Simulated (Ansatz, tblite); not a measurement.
Forces on the cluster K₄Bi₂⁺ at its r2SCAN-D4/def2-SVP geometry. The state is a doublet with charge 1.

In the def2 sets Bi takes a core potential; there is no spin–orbit coupling. The xTB rows come from tblite. The geometry of the doublet was relaxed on an unsound state (⟨S²⟩ 1.39, where a pure state has 0.75). Another isomer (doublet) lies 2.24 eV lower at PBE0-D4/def2-TZVP; other spin states weren't run for this one.

GFN1-xTB (tblite), largest force 1.17 eV/Å:

```xyz
6
positions Å, forces eV/Å
K     1.482   -3.506   -1.387   -0.160    0.393    0.119
K    -0.218   -1.746    3.162    0.056    0.065   -0.327
K    -0.110    0.758   -0.624    0.181   -0.479   -0.067
K     1.474   -0.774   -5.054   -0.061    0.012    0.234
Bi   -1.284    1.585    2.849   -0.043    0.912   -0.704
Bi   -1.344    3.684    1.054    0.027   -0.902    0.745
```

GFN2-xTB (tblite), largest force 1.30 eV/Å:

```
K -0.072 0.211 0.004
K 0.038 -0.032 -0.086
K -0.016 -0.013 0.120
K -0.052 0.001 0.207
Bi -0.005 0.925 -0.919
Bi 0.107 -1.091 0.674
```

PBE-D4/def2-TZVP (Ansatz), largest force 0.27 eV/Å:

```
K -0.010 0.050 -0.027
K 0.010 -0.018 -0.013
K 0.022 -0.027 -0.056
K -0.008 -0.030 0.072
Bi -0.012 0.216 -0.166
Bi -0.001 -0.192 0.189
```
